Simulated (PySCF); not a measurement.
Isomers C5H13NSi:

A. `CN(C)[C@@H]1CC[SiH2]1`
B. SMILES CC1([SiH2]N)CCC1
C. SMILES C=CC[SiH2]N(C)C
D. `C/C=C(/[SiH3])N(C)C`

Spectrum 1. 1H NMR (500 MHz, computed): δ 5.91 (q, 1H), 4.16 (s, 3H), 2.50 (s, 6H), 1.97 (d, 3H). 13C{1H} NMR (computed): δ 154.5 (C), 143.6 (CH), 45.7 (CH3), 16.6 (CH3).

Spectrum 2. 1H NMR (500 MHz, computed): δ 6.06 (m, 1H), 5.40 (m, 1H), 5.23 (m, 1H), 4.61 (t, 2H), 2.53 (s, 6H), 1.98 (m, 2H). 13C{1H} NMR (computed): δ 140.8 (CH), 120.6 (CH2), 40.9 (CH3), 25.1 (CH2).

Spectrum 3. 1H NMR (500 MHz, computed): δ 4.74 (s, 2H), 2.16 (m, 2H), 1.98 (m, 1H), 1.88 (m, 1H), 1.69 (m, 2H), 1.17 (s, 3H), -0.06 (br s, 2H). 13C{1H} NMR (computed): δ 31.4 (CH2), 28.6 (CH3), 23.4 (C), 16.3 (CH2).

Spectrum 4. 1H NMR (500 MHz, computed): δ 4.72 (m, 1H), 4.64 (m, 1H), 2.53 (m, 1H), 2.32 (m, 1H), 2.17 (m, 1H), 2.04 (s, 6H), 1.21 (m, 1H), 1.15 (m, 1H). 13C{1H} NMR (computed): δ 61.2 (CH), 45.9 (CH3), 31.4 (CH2), 1.6 (CH2).

Gas phase, a single conformation, no relativistic terms, fast rotation and ring inversion assumed for equivalent nuclei. Shieldings: GIAO PBE0/pcSseg-1; GFN2-xTB structure; PySCF 2.14.0 with density-fitted response routines.

Referencing at the same level of theory: TMS for 1H and 13C. Where no couplings were computed, multiplicities follow the n + 1 count of equivalent neighbours, and m marks all less simple cases (inequivalent or close neighbours, rings, F or P nearby). Shifts are as computed. Against solution values, carbons near 30 ppm lie about +3 ppm off and those near 130 ppm about +5 ppm. Of 1211 compounds with measured shifts, 218 miss one by over three times the rms of a fit or turn the order of signals round; such compounds aren't used in these exercises. OH and NH positions are gas-phase values without hydrogen bonding to other molecules.

Question: Match each spectrum to its structure.

Answer: 1–D, 2–C, 3–B, 4–A.

- Spectrum 1 (D): 4 13C signals; δC 154.5 is an alkene carbon bearing nitrogen; δC 45.7 is a methyl carbon bonded to N.
- Spectrum 2 (C): 4 13C signals; δC 140.8 is an alkene CH; δC 120.6 is a terminal =CH2 carbon.
- Spectrum 3 (B): 4 13C signals; δC 31.4 is an sp3 CH2 in a ring; δC 28.6 is a methyl carbon.
- Spectrum 4 (A): 4 13C signals; δC 61.2 is an sp3 CH bonded to N and Si; δC 45.9 is a methyl carbon bonded to N.
